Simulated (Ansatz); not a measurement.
Start from `C=CC(O)(F)F` and change one atom or group to get `OC(F)(F)[SiH2]Cl`.

Ansatz, PBE0-D4/def2-TZVP geometries, multiplicity 1. Each molecule was computed in one conformer, which needn't be the lowest.

| property | `C=CC(O)(F)F` |
| --- | --- |
| size of the dipole moment (ωB97M-V/def2-TZVPP) / D | 1.10 |
| HOMO–LUMO gap (ωB97M-V/def2-TZVPP) / eV | 12.40 |
| HOMO energy (B3LYP/def2-TZVPP) / eV | -8.15 |
| HOMO energy (ωB97M-V/def2-TZVPP) / eV | -10.70 |
| LUMO energy (B3LYP/def2-TZVPP) / eV | -0.74 |
| size of the dipole moment (PBE/def2-TZVPP) / D | 0.98 |

Q: Give the same properties after the change, and the shifts. (Best estimate.)

A: The calculation gave: 
```csv
property,`OC(F)(F)[SiH2]Cl`,shift
size of the dipole moment (ωB97M-V/def2-TZVPP) / D,0.83,-0.27
HOMO–LUMO gap (ωB97M-V/def2-TZVPP) / eV,13.10,0.70
HOMO energy (B3LYP/def2-TZVPP) / eV,-8.89,-0.74
HOMO energy (ωB97M-V/def2-TZVPP) / eV,-11.36,-0.66
LUMO energy (B3LYP/def2-TZVPP) / eV,-0.32,0.42
size of the dipole moment (PBE/def2-TZVPP) / D,0.86,-0.12
```

With PBE0 the HOMO falls by 0.72 eV and the LUMO rises by 0.38 eV, so the gap widens by about 1.10 eV. PBE moves the HOMO by -0.50 eV and ωB97M-V by -0.66 eV. Dipoles are sizes alone; their direction can turn.

B3LYP here is the variant with VWN-RPA as its local correlation; programs differ in this.
